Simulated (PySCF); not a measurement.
# Structure elucidation problem

The spectra below were simulated for a compound C8H12O.

1H NMR (400 MHz, computed): δ 5.97 (s, 1H), 2.39 (m, 2H), 2.19 (m, 2H), 2.15 (sept, 1H), 1.18 (d, 6H).

13C{1H} NMR (computed): δ 207.8, 194.1, 134.7, 36.2, 34.9, 32.3, 22.4.

- geometry: PBE0-D3(BJ)/def2-SVP
- PBE0/pcSseg-1 with gauge-including orbitals
- program: PySCF 2.14
- no solvent, non-relativistic Hamiltonian, one averaged value for each set of equivalent atoms, a single conformation

Shifts are taken against calculated references (same method and geometry level): TMS for 1H (σ = 31.27 ppm), 13C (σ = 184.41 ppm).

Q: Propose a structure and justify it.

A: 
1. Rings plus π bonds: 3 (1 ring in the answer).
2. 7 carbon signals for 8 carbons: some carbons are equivalent by symmetry or fast rotation.
3. Carbon types of the structure: 2 × C, 2 × CH, 2 × CH2, 2 × CH3, which accounts for all hydrogens.
4. δC 207.8: ketone carbonyl carbon; low-lying n→π* states of the double bond to the heteroatom give a large paramagnetic term (-274 ppm).
5. δC 194.1: β carbon of a C=C–C=O unit; conjugation with the carbonyl draws π density from the β position.
6. δC 134.7: α carbon of a C=C–C=O unit; the olefinic region.
7. δC 36.2: sp3 CH2 α to a carbonyl; α to the electron-withdrawing carbonyl group.
8. δC 34.9: allylic sp3 CH; saturated and bonded to C and H only.
9. δC 32.3: allylic sp3 CH2; saturated and bonded to C and H only.
10. δH 2.15: hydrogen on an allylic sp3 CH; allylic position.

These data were computed for SMILES CC(C)C1=CC(=O)CC1.

The data come from this structure; uniqueness wasn't tested.

Shifts are as computed. Against solution values, carbons near 30 ppm lie about +2 ppm off and those near 130 ppm about +5 ppm. Of 1211 compounds with measured shifts, 218 miss one by over three times the rms of a fit or turn the order of signals round; such compounds aren't used in these exercises. No couplings were computed; multiplicities are counted from neighbouring protons, with m where these are inequivalent, close in shift, in a saturated or five-membered ring or joined by F or P, and br s for small geminal =CH2 splittings.
